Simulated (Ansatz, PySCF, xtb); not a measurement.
Pair of molecules: CH5N (SMILES CN) (first 7 atoms) with CH6Si (SMILES C[SiH3]); geometry from B3LYP-D3(BJ)/def2-TZVP, rigid monomers moved along the line of their centres of mass till H6···Si9 is 2.99 Å.
(charge 0, multiplicity 1):
```json
[
 {"atom": "C", "x (Å)": "-0.9787", "y (Å)": "0.2707", "z (Å)": "0.0891"},
 {"atom": "N", "x (Å)": "0.4280", "y (Å)": "0.1575", "z (Å)": "0.4703"},
 {"atom": "H", "x (Å)": "-1.2348", "y (Å)": "-0.5492", "z (Å)": "-0.5836"},
 {"atom": "H", "x (Å)": "-1.1271", "y (Å)": "1.2007", "z (Å)": "-0.4617"},
 {"atom": "H", "x (Å)": "-1.6881", "y (Å)": "0.2560", "z (Å)": "0.9270"},
 {"atom": "H", "x (Å)": "0.5962", "y (Å)": "-0.7062", "z (Å)": "0.9716"},
 {"atom": "H", "x (Å)": "0.6962", "y (Å)": "0.9170", "z (Å)": "1.0842"},
 {"atom": "C", "x (Å)": "1.4303", "y (Å)": "-0.1430", "z (Å)": "3.8908"},
 {"atom": "Si", "x (Å)": "-0.4309", "y (Å)": "-0.0156", "z (Å)": "3.6908"},
 {"atom": "H", "x (Å)": "1.7033", "y (Å)": "-1.0808", "z (Å)": "4.3781"},
 {"atom": "H", "x (Å)": "1.8101", "y (Å)": "0.6769", "z (Å)": "4.5033"},
 {"atom": "H", "x (Å)": "1.9388", "y (Å)": "-0.1052", "z (Å)": "2.9261"},
 {"atom": "H", "x (Å)": "-0.9501", "y (Å)": "-1.1330", "z (Å)": "2.8656"},
 {"atom": "H", "x (Å)": "-0.8045", "y (Å)": "1.2602", "z (Å)": "3.0337"},
 {"atom": "H", "x (Å)": "-1.0947", "y (Å)": "-0.0683", "z (Å)": "5.0161"}
]
```

Counterpoise-corrected where a basis set is named; no monomer relaxation. Rows marked so take none.

Frozen-core correlation. Rows in 3-21G, 6-311+G**, 6-31G* carry no dispersion term and start afresh at each structure (6-31G* with six Cartesian d functions). MP2/6-31G* freezes PySCF's default core.

Programs: Ansatz (a quantum-chemistry and plane-wave program) with Gaussian orbitals; PySCF for 3-21G rows, 6-311+G** rows, 6-31G* rows, the dispersion terms; xtb for the GFN methods. Each number belongs to the level named beside it.

```tsv
level	interaction energy (kcal/mol)
GFN1-xTB	-2.34
HF/3-21G (no counterpoise)	0.43
HF/6-31G*	4.24
B3LYP/6-31G*	2.87
B3LYP/6-311+G** (no counterpoise)	2.51
B3LYP-D4/def2-TZVPPD	-0.67
PBE0-D4/def2-TZVPPD	-1.07
MP2/6-31G* (no counterpoise)	-0.38
CCSD(T)/aug-cc-pV(D+d)Z	___
```

Problem. Complete the blanks.

Solution. 
- CCSD(T)/aug-cc-pV(D+d)Z, interaction energy (kcal/mol): -0.01
